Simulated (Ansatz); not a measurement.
Gas-phase electronic energies from Ansatz, PBE0-D4/def2-TZVP geometries. CBS: MP2 limit from def2 TZ/QZ plus the TZ coupled-cluster correction, frozen cores. Functionals use def2-TZVPP. B3LYP here is the variant with VWN-RPA as its local correlation; programs differ in this. HSE06 is defined as in plane-wave codes. One conformer a species, not always the lowest.

Consider the formal exchange of groups at the Si–C bond: `CBC(N)[SiH3]` + `C1=NC1` → `[SiH3]C1C=N1` + `CBCN`.

`CBC(N)[SiH3]`:

```xyz
15

C     0.341   -1.485    1.381
B     0.481    0.017    0.988
C    -0.440    0.714   -0.030
N    -1.584   -0.033   -0.524
Si    0.770    0.901   -1.498
H     1.294   -1.965    1.614
H    -0.207   -2.080    0.648
H    -0.240   -1.515    2.315
H     1.352    0.693    1.470
H    -0.638    1.755    0.276
H    -2.158    0.509   -1.154
H    -2.169   -0.377    0.226
H     1.474   -0.376   -1.785
H    -0.044    1.271   -2.688
H     1.768    1.971   -1.240
```

`C1=NC1`:

Z-matrix (Å, degrees):
```
C
N 1 1.527
C 1 1.442 2 49.5
H 1 1.086 2 116.4 3 -108.9
H 1 1.086 2 116.4 3 108.8
H 3 1.082 1 152.1 2 -180.0
```

`[SiH3]C1C=N1`:

Z-matrix (Å, degrees):
```
Si
C 1 1.869
H 1 1.489 2 109.8
H 1 1.486 2 108.9 3 119.8
H 1 1.487 2 110.8 3 -119.6
C 2 1.453 1 123.5 3 -104.8
N 2 1.561 1 118.4 3 -161.7
H 2 1.091 1 117.3 3 56.3
H 6 1.083 2 150.3 1 80.3
```

`CBCN`:

Cartesian coordinates in Å:
```
C 1.162 1.408 -0.442
B -0.148 0.641 -0.093
C -0.151 -0.885 0.205
N -1.358 -1.427 0.801
H 2.047 0.781 -0.572
H 1.364 2.101 0.388
H 1.042 2.052 -1.319
H -1.191 1.244 -0.084
H 0.108 -1.318 -0.788
H 0.719 -1.135 0.829
H -1.413 -2.432 0.706
H -2.182 -1.030 0.369
```

```json
{"level": "PBE-D4", "ΔE (kJ/mol)": "22.4", "difference from CCSD(T)/CBS": "5.0"}
{"level": "revPBE-D4", "ΔE (kJ/mol)": "23.5", "difference from CCSD(T)/CBS": "6.1"}
{"level": "BLYP-D4", "ΔE (kJ/mol)": "18.2", "difference from CCSD(T)/CBS": "0.8"}
{"level": "r2SCAN-D4", "ΔE (kJ/mol)": "20.2", "difference from CCSD(T)/CBS": "2.8"}
{"level": "B97M-V", "ΔE (kJ/mol)": "17.8", "difference from CCSD(T)/CBS": "0.4"}
{"level": "PBE0-D4", "ΔE (kJ/mol)": "21.7", "difference from CCSD(T)/CBS": "4.3"}
{"level": "B3LYP-D4", "ΔE (kJ/mol)": "17.8", "difference from CCSD(T)/CBS": "0.4"}
{"level": "r2SCANh-D4", "ΔE (kJ/mol)": "20.3", "difference from CCSD(T)/CBS": "2.9"}
{"level": "r2SCAN0-D4", "ΔE (kJ/mol)": "20.6", "difference from CCSD(T)/CBS": "3.2"}
{"level": "HSE06-D4", "ΔE (kJ/mol)": "21.5", "difference from CCSD(T)/CBS": "4.1"}
{"level": "CAM-B3LYP-D4", "ΔE (kJ/mol)": "17.0", "difference from CCSD(T)/CBS": "-0.4"}
{"level": "ωB97M-V", "ΔE (kJ/mol)": "20.3", "difference from CCSD(T)/CBS": "2.9"}
{"level": "B2PLYP", "ΔE (kJ/mol)": "13.8", "difference from CCSD(T)/CBS": "-3.6"}
{"level": "PBE-QIDH", "ΔE (kJ/mol)": "19.5", "difference from CCSD(T)/CBS": "2.1"}
{"level": "PBE", "ΔE (kJ/mol)": "17.9", "difference from CCSD(T)/CBS": "0.5"}
{"level": "revPBE", "ΔE (kJ/mol)": "13.0", "difference from CCSD(T)/CBS": "-4.4"}
{"level": "BLYP", "ΔE (kJ/mol)": "8.9", "difference from CCSD(T)/CBS": "-8.5"}
{"level": "r2SCAN", "ΔE (kJ/mol)": "18.9", "difference from CCSD(T)/CBS": "1.5"}
{"level": "PBE0", "ΔE (kJ/mol)": "17.7", "difference from CCSD(T)/CBS": "0.3"}
{"level": "B3LYP", "ΔE (kJ/mol)": "10.6", "difference from CCSD(T)/CBS": "-6.8"}
{"level": "r2SCANh", "ΔE (kJ/mol)": "19.0", "difference from CCSD(T)/CBS": "1.6"}
{"level": "r2SCAN0", "ΔE (kJ/mol)": "19.1", "difference from CCSD(T)/CBS": "1.7"}
{"level": "HSE06", "ΔE (kJ/mol)": "17.7", "difference from CCSD(T)/CBS": "0.3"}
{"level": "BHLYP", "ΔE (kJ/mol)": "10.9", "difference from CCSD(T)/CBS": "-6.5"}
{"level": "CAM-B3LYP", "ΔE (kJ/mol)": "12.8", "difference from CCSD(T)/CBS": "-4.6"}
{"level": "LC-ωPBE", "ΔE (kJ/mol)": "18.3", "difference from CCSD(T)/CBS": "0.9"}
{"level": "RPA@PBE/def2-TZVPP", "ΔE (kJ/mol)": "17.7", "difference from CCSD(T)/CBS": "0.3"}
{"level": "MP2/def2-SVP", "ΔE (kJ/mol)": "22.1", "difference from CCSD(T)/CBS": "4.7"}
{"level": "CCSD/def2-SVP", "ΔE (kJ/mol)": "20.0", "difference from CCSD(T)/CBS": "2.6"}
{"level": "CCSD(T)/def2-SVP", "ΔE (kJ/mol)": "21.5", "difference from CCSD(T)/CBS": "4.1"}
{"level": "HF/def2-TZVPP", "ΔE (kJ/mol)": "4.3", "difference from CCSD(T)/CBS": "-13.1"}
{"level": "MP2/def2-TZVPP", "ΔE (kJ/mol)": "20.1", "difference from CCSD(T)/CBS": "2.7"}
{"level": "SCS-MP2/def2-TZVPP", "ΔE (kJ/mol)": "15.8", "difference from CCSD(T)/CBS": "-1.6"}
{"level": "CCSD/def2-TZVPP", "ΔE (kJ/mol)": "17.0", "difference from CCSD(T)/CBS": "-0.4"}
{"level": "CCSD(T)/def2-TZVPP", "ΔE (kJ/mol)": "18.9", "difference from CCSD(T)/CBS": "1.5"}
{"level": "HF/def2-QZVPP", "ΔE (kJ/mol)": "3.8", "difference from CCSD(T)/CBS": "-13.6"}
{"level": "SCS-MP2/def2-QZVPP", "ΔE (kJ/mol)": "14.7", "difference from CCSD(T)/CBS": "-2.7"}
{"level": "HF/CBS(def2)", "ΔE (kJ/mol)": "3.7", "difference from CCSD(T)/CBS": "-13.7"}
{"level": "MP2/CBS(def2)", "ΔE (kJ/mol)": "18.6", "difference from CCSD(T)/CBS": "1.2"}
{"level": "CCSD/CBS(def2)", "ΔE (kJ/mol)": "15.5", "difference from CCSD(T)/CBS": "-1.9"}
{"level": "CCSD(T)/CBS", "ΔE (kJ/mol)": "17.4", "difference from CCSD(T)/CBS": "0"}
```

Q: What do rigid-rotor, harmonic-oscillator terms from PBE0-D4/def2-TZVP frequencies (298.15 K, 1 bar) make of the CCSD(T)/CBS value? (An estimate is asked.)

A: Computed: ΔZPE = -2.8 kJ/mol, ΔH = +15.2 kJ/mol, ΔS = 10 J/(mol·K), ΔG = +12.1 kJ/mol.

Largest T1 diagnostic among the species: 0.012.

At CCSD(T), def2-SVP lies +4.1 kJ/mol from the extrapolated value and def2-TZVPP +1.5 kJ/mol. Leaving LDA and LC-ωPBE aside and taking each functional with its dispersion term where it has one, the values spread over 9.7 kJ/mol, from B2PLYP to revPBE-D4. LDA lies +10.5 kJ/mol from PBE without D4.

CCSD(T)/CBS has its own doubt, a few kJ/mol and more with outer-core shells, so smaller differences from it don't rank the levels.
